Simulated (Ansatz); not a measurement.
Cost and result up the ladder for the cluster Sn3F2 (5 atoms). Total charge 0; singlet. Geometry: PBE-D4/def2-SVP.

```xyz
5

Sn    0.709    1.496   -1.050
Sn   -1.849    0.158   -0.636
Sn    0.550   -0.800    0.815
F    -1.682   -1.463    0.757
F     2.272    0.608    0.116
```

Ansatz on 4 threads of Arm Neoverse V1 on a shared host. Times are rough, and most runs start from the orbitals of an earlier one. No level here is sound enough to serve as a yardstick. Binding counts from free atoms at the same level (Sn triplet, F doublet; other spins of the atoms weren't run), without zero-point energy or a counterpoise term.

In the def2 sets Sn takes a core potential; there is no spin–orbit coupling. Correlated methods freeze 14 core orbitals; core or outer-core shells of Sn are correlated, in sets that lack core-valence functions. The rows differ in basis, and correlated rows in double-zeta sets carry the largest basis error. Another isomer (singlet) lies 0.13 eV lower at PBE0-D4/def2-TZVP; other spin states weren't run for this one.

Run but left out: BHLYP-D4/def2-TZVP (restricted singlet, unstable in another Hartree–Fock run and untested here).

Correlated methods converge slowly with the basis, most of all in double-zeta sets.

```tsv
level	functions	wall time	binding energy per atom (eV)	remarks
PBE-D4/def2-SVP	106	1.1 s	3.07	restricted SCF unstable in HF
PBE0-D4/def2-SVP	106	1.8 s	2.79	restricted SCF unstable in HF
revPBE-D4/def2-TZVP	212	2.3 s	2.90	restricted SCF unstable in HF
PBE-D4/def2-TZVP (with forces)	212	2.7 s	3.07	restricted SCF unstable in HF
PBE0-D4/def2-TZVP	212	4.7 s	2.81	restricted SCF unstable in HF
r2SCAN-D4/def2-TZVP	212	5.5 s	2.90	restricted SCF unstable in HF
MP2/def2-TZVP	212	6 s	2.88	restricted SCF unstable
ωB97M-V/def2-TZVP	212	13 s	2.77	restricted SCF unstable in HF
CCSD(T)/def2-SVP	106	15 s	2.50	restricted SCF unstable
```
